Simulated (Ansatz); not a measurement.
All numbers were calculated with Ansatz.

A structure relaxed at PBE0-D4/def2-TZVP, charge 0, multiplicity 1:

Cartesian coordinates in Å:
```
C -0.524 -0.357 -0.730
Si 0.791 0.635 0.095
As -1.224 0.142 1.127
H -0.400 -1.421 -0.898
H -1.119 0.123 -1.502
H 1.021 2.011 -0.397
H 2.024 -0.060 0.523
H -0.570 -1.072 1.781
```

Question: Give its formula and SMILES.

Answer: CH5AsSi, `C1[SiH2][AsH]1`.

Question: Summarise the bond lengths by kind.

Answer: 1 × C–Si 1.843 Å; 1 × As–C 2.046 Å; 2 × C–H 1.084 to 1.086 Å; 1 × As–Si 2.317 Å; 2 × H–Si 1.479 to 1.480 Å; 1 × As–H 1.526 Å.
